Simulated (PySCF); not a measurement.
SMILES Cl[Si](Cl)(Cl)O[Si](F)(F)F, singlet, PBE0/def2-SVP optimised geometry.

```
9

Si    -1.16    -2.15     2.90
F     -0.51    -1.00     3.78
F     -2.63    -2.43     3.42
F     -0.29    -3.47     3.09
O     -1.21    -1.72     1.34
Si    -0.67    -0.96     0.00
Cl     1.36    -0.96     0.00
Cl    -1.37    -1.95    -1.62
Cl    -1.36     0.96     0.00
```

Density from PBE0/def2-TZVP in PySCF at that geometry.

Minimum of the electron density along straight lines between bonded atoms, close to the bond critical point (lines longer than 1.1 times the sum of covalent radii, or with two minima, are not listed):

```
bond     length / Å  ρ at the minimum / e bohr⁻³  ∇²ρ there / e bohr⁻⁵  position (fraction from the first atom)
-------  ----------  ---------------------------  --------------------  ---------------------------------------
Si1–F2        1.591                        0.145                  1.01                                     0.42
Si1–F3        1.589                        0.146                  1.02                                     0.42
Si1–F4        1.590                        0.145                  1.01                                     0.42
Si1–O5        1.617                        0.144                  0.91                                     0.42
O5–Si6        1.636                        0.136                  0.87                                     0.59
Si6–Cl7       2.035                        0.106                  0.23                                     0.36
Si6–Cl8       2.029                        0.108                  0.23                                     0.36
Si6–Cl9       2.032                        0.107                  0.22                                     0.36
```
